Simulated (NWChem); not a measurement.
**thionyl fluoride (F2OS)**

SMILES: FS(=O)F
```xyz
4

O     -1.3917    -0.3297     0.0000
S     -0.1604     0.4112     0.0000
F      0.7611    -0.2190     1.1690
F      0.7611    -0.2190    -1.1690
```
Charge 0, spin multiplicity 1.

The numbers come from NWChem runs, not from measurements. The geometry was optimised at PBE0/def2-SVP, a minimum by its harmonic frequencies.

Symmetry labels belong to the abelian group Cs used in the runs, with the axes of the coordinates shown.

The Pople sets run with spherical d functions.

List the lowest 3 singlet excitations that TD-PBE/6-31+G* (spherical d) gives, with oscillator strengths.


| state | symmetry | energy (eV) | wavelength (nm) | f |
|---|---|---|---|---|
| 1 | a" | 6.21 | 200 | 0.026 |
| 2 | a' | 7.11 | 174 | 0.005 |
| 3 | a" | 7.64 | 162 | 0.011 |
